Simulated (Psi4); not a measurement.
GeI4, charge -1, doublet, geometry from GFN2-xTB (a state made from the parent by changing its charge; the spin is typed, not shown lowest) (core potentials on I) (a gas-phase anion, which may not be bound at this level), with bond 1-2 at 1.6 times its length; HF/def2-SVP run with Psi4.

The Psi4 input:
```
memory 2 GB

molecule {
-1 2
I    -1.62397104    3.90892592   -1.32912032
Ge   -0.00000000   -0.00000000   -0.00000000
I    -1.89317457   -1.98061983   -0.42652050
I     0.61477469    0.12473657    2.70099564
I     2.29338179   -0.58719544   -1.44377495
}

set {
  basis def2-svp
  reference uhf
  soscf true
}

energy('scf')
print_variables()
```

The log (banner, timings and long lists left out):

```
   => Loading Basis Set <=

    Name: DEF2-SVP
    Role: ORBITAL
    Keyword: BASIS

    !!!  WARNING: ECP capability is in beta. Please check occupations closely.  !!!

         ---------------------------------------------------------
                                   SCF
               by Justin Turney, Rob Parrish, Andy Simmonett
                          and Daniel G. A. Smith
                              UHF Reference
         ---------------------------------------------------------

  ==> Geometry <==

    Molecular point group: c1
    Full point group: C1

    Geometry (in Angstrom), charge = -1, multiplicity = 2:

       Center              X                  Y                   Z               Mass
    ------------   -----------------  -----------------  -----------------  -----------------
         I           -1.491076366987     3.589046176023    -1.220354207542   126.904471900000
         GE           0.132894673013    -0.319879743977     0.108766112458    73.921177761000
         I           -1.760279896987    -2.300499573977    -0.317754387542   126.904471900000
         I            0.747669363013    -0.195143173977     2.809761752458   126.904471900000
         I            2.426276463013    -0.907075183977    -1.335008837542   126.904471900000

  Running in c1 symmetry.

  Rotational constants: A =      0.00648  B =      0.00416  C =      0.00416 [cm^-1]
  Rotational constants: A =    194.22637  B =    124.86105  C =    124.86105 [MHz]
  Nuclear repulsion =  938.913556319215104

  Charge       = -1
  Multiplicity = 2
  Electrons    = 133
  Nalpha       = 67
  Nbeta        = 66

  ==> Algorithm <==

  SCF Algorithm Type is DF.
  DIIS enabled.
  MOM disabled.
  Fractional occupation disabled.
  Guess Type is SAD.
  Energy threshold   = 1.00e-06
  Density threshold  = 1.00e-06
  Integral threshold = 1.00e-12

  ==> Primary Basis <==

  Basis Set: DEF2-SVP
    Blend: DEF2-SVP
    Number of shells: 52
    Number of basis functions: 136
    Number of Cartesian functions: 147
    Spherical Harmonics?: true
    Max angular momentum: 2

  Core potential: DEF2-SVP
    Number of shells: 16
    Number of ECP primitives: 116
    Number of ECP core electrons: 112
    Max angular momentum: 3

   => Loading Basis Set <=

    Name: (DEF2-SVP AUX)
    Role: JKFIT
    Keyword: DF_BASIS_SCF

  ==> Integral Setup <==

  SCF_SUBTYPE=INCORE selected. In-core MEM_DF algorithm will be used.
  Using in-core AOs.

  ==> MemDFJK: Density-Fitted J/K Matrices <==

    J tasked:                   Yes
    K tasked:                   Yes
    wK tasked:                   No
    Algorithm:                 Core
    Schwarz Cutoff:           1E-12
    Mask sparsity (%):      16.5009
    Fitting Condition:        1E-10

   => Auxiliary Basis Set <=

  Basis Set: (DEF2-SVP AUX)
    Blend: DEF2-UNIVERSAL-JKFIT
    Number of shells: 244
    Number of basis functions: 1138
    Number of Cartesian functions: 1607
    Spherical Harmonics?: true
    Max angular momentum: 5

  Minimum eigenvalue in the overlap matrix is 1.4798453093E-02.
  Reciprocal condition number of the overlap matrix is 4.4278724494E-03.
    Using symmetric orthogonalization.

  ==> Pre-Iterations <==

  SCF Guess: Superposition of Atomic Densities via on-the-fly atomic UHF (no occupation information).

   -------------------------
    Irrep   Nso     Nmo
   -------------------------
     A        136     136
   -------------------------
    Total     136     136
   -------------------------

  ==> Iterations <==

                           Total Energy        Delta E     RMS |[F,P]|

   @DF-UHF iter SAD: -3243.21777089644274   -3.24322e+03   0.00000e+00
   @DF-UHF iter   1: -3260.07838567455246   -1.68606e+01   1.65243e-02 DIIS/ADIIS
   @DF-UHF iter   2: -3260.88978686750806   -8.11401e-01   1.48130e-02 DIIS/ADIIS
   @DF-UHF iter   3: -3261.88498446758058   -9.95198e-01   1.01933e-03 DIIS/ADIIS
[...]
   @DF-UHF iter   9: -3261.89575088397578   -4.12014e-03   8.14487e-05 SOSCF, nmicro=5
   @DF-UHF iter  10: -3261.90324782232392   -7.49694e-03   2.47532e-04 SOSCF, nmicro=5
   @DF-UHF iter  11: -3261.89191504674091    1.13328e-02   3.26331e-04 SOSCF, nmicro=5
   @DF-UHF iter  12: -3261.89628077784482   -4.36573e-03   9.16003e-05 SOSCF, nmicro=5
   @DF-UHF iter  13: -3261.77867604665835    1.17605e-01   1.89628e-03 SOSCF, nmicro=5
   @DF-UHF iter  14: -3261.82065904383444   -4.19830e-02   1.66007e-03 SOSCF, nmicro=5
   @DF-UHF iter  15: -3261.87963321936013   -5.89742e-02   1.04048e-03 SOSCF, nmicro=5
   @DF-UHF iter  16: -3261.89496389746955   -1.53307e-02   1.56945e-04 SOSCF, nmicro=5
   @DF-UHF iter  17: -3261.89849508817542   -3.53119e-03   1.64592e-04 SOSCF, nmicro=5
   @DF-UHF iter  18: -3261.89234697824440    6.14811e-03   3.10302e-04 SOSCF, nmicro=5
   @DF-UHF iter  19: -3261.89613336077218   -3.78638e-03   9.60447e-05 SOSCF, nmicro=5
   @DF-UHF iter  20: -3261.90150658181665   -5.37322e-03   7.01018e-04 SOSCF, nmicro=5
   @DF-UHF iter  21: -3261.91941129218094   -1.79047e-02   9.95399e-05 SOSCF, nmicro=5
   @DF-UHF iter  22: -3261.91973250248611   -3.21210e-04   3.46196e-05 SOSCF, nmicro=5
   @DF-UHF iter  23: -3261.91975576089408   -2.32584e-05   9.66787e-06 SOSCF, nmicro=5
   @DF-UHF iter  24: -3261.91975787047659   -2.10958e-06   3.62668e-06 SOSCF, nmicro=5
   @DF-UHF iter  25: -3261.91975809942369   -2.28947e-07   1.27657e-06 SOSCF, nmicro=5
   @DF-UHF iter  26: -3261.91975815447950   -5.50558e-08   1.11819e-06 SOSCF, nmicro=5
   @DF-UHF iter  27: -3261.91975818737683   -3.28973e-08   9.06331e-07 SOSCF, nmicro=conv
  Energy and wave function converged.

  ==> Post-Iterations <==

   @Spin Contamination Metric:   8.991291595E-03
   @S^2 Expected:                7.500000000E-01
   @S^2 Observed:                7.589912916E-01
   @S   Expected:                5.000000000E-01
   @S   Observed:                5.000000000E-01

    Orbital Energies [Eh]
    ---------------------

    Alpha Occupied:

[...]
      67A     -0.158874

    Alpha Virtual:

[...]
    Beta Occupied:

[...]
    Beta Virtual:

[...]
     136A     56.712253

    Final Occupation by Irrep:
              A
    DOCC [    66 ]
    SOCC [     1 ]
    NA   [    67 ]
    NB   [    66 ]

  @DF-UHF Final Energy: -3261.91975818737683

   => Energetics <=

    Nuclear Repulsion Energy =            938.9135563192151039
    One-Electron Energy =               -6860.4607003293695016
    Two-Electron Energy =                2659.6273858227777964
    Total Energy =                      -3261.9197581873768286

  UHF NO Occupations:
  HONO-2 :   65  A 1.9984744
  HONO-1 :   66  A 1.9972929
  HONO-0 :   67  A 1.0000000
  LUNO+0 :   68  A 0.0027071
  LUNO+1 :   69  A 0.0015256
  LUNO+2 :   70  A 0.0000710
  LUNO+3 :   71  A 0.0000708

Computation Completed

Properties will be evaluated at   0.000000,   0.000000,   0.000000 [a0]

Properties computed using the SCF density matrix

 Multipole Moments:

 ------------------------------------------------------------------------------------
     Multipole            Electronic (a.u.)      Nuclear  (a.u.)        Total (a.u.)
 ------------------------------------------------------------------------------------

 L = 1.  Multiply by 2.5417464519 to convert [e a0] to [Debye]
 Dipole X            :         -5.2083750            4.3791920           -0.8291831
 Dipole Y            :         12.5376319          -10.5407897            1.9968421
 Dipole Z            :         -4.2633761            3.5840992           -0.6792770
 Magnitude           :                                                    2.2663495

 ------------------------------------------------------------------------------------

  Variable Map:
  ----------------------------------------------------------------------------
[...]
  Array Variable Map:
  ----------------------------------------------------------------------------
[...]
[...]
```
